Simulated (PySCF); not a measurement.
**ClBr3, singlet: structure and spectrum**

Method: PySCF, B3LYP, basis Cl def2-SVP, Br def2-SVP (no relativity, density fitting).

The structure is a minimum.

```xyz
4
charge 0 multiplicity 1, angstrom
Cl    0.0000    0.0000    0.0000
Br    2.4571    0.0000    0.0000
Br   -1.2285    2.1279    0.0000
Br   -1.2285   -2.1279    0.0000
```

* Point group: D3h
* Bond lengths: Cl–Br 2.457 Å (×3)
* Bond angles: Br–Cl–Br 120.0° (×3)
* Highest occupied level: -8.12 eV
* Atomisation energy without zero-point energy: 254 kJ/mol
* Dipole moment: 0.00 D
* Lowest empty level: -5.41 eV
* Entropy at 298.15 K and 1 bar: 379.4 J/(mol K)
* Principal polarisabilities: 34.7, 137.3, 137.3 bohr³
* Rotational symmetry number: 6
* Zero-point energy: 5.3 kJ/mol
* Principal quadrupole moments (Buckingham, traceless) about the centre of mass: -2.45, 1.22, 1.22 D Å
* Heat capacity Cp at 298.15 K: 80.5 J/(mol K)
* Rotational constants: 0.02359, 0.02359, 0.01179 cm⁻¹
* Enthalpy at 298.15 K above 0 K: 20.35 kJ/mol

Harmonic modes (masses in u: Cl 34.969, Br 78.918):
```tsv
symmetry	ω (cm⁻¹)	IR (km/mol, summed over degenerate members)	μ (u)
e'	36	1.7	71.09
a2''	148	0.4	37.67
a1'	164	0.0	78.92
e'	249	151	39.76
```

In D3h the vibrations span 2e' + a2'' + a1'. The a1' mode carries no infrared intensity, as symmetry demands.

Charges (e):
```tsv
atom	Mulliken	Löwdin	polar tensor	Mayer order to Cl1
Cl1	0.23	0.34	0.98	–
Br2,3,4	-0.08	-0.11	-0.33	0.59
```

Mulliken populations on Cl1: s 5.98, p 10.75, d 0.04.

Counting electrons, chlorine keeps 4 of its valence electrons outside its bonds, so the VSEPR class is AX3E2 and the expected shape is T-shaped (C2v). The calculation gives D3h instead.

Other isomers or separated fragments may lie lower.

The final relaxation and frequency run took about 90 core-seconds on a shared host.
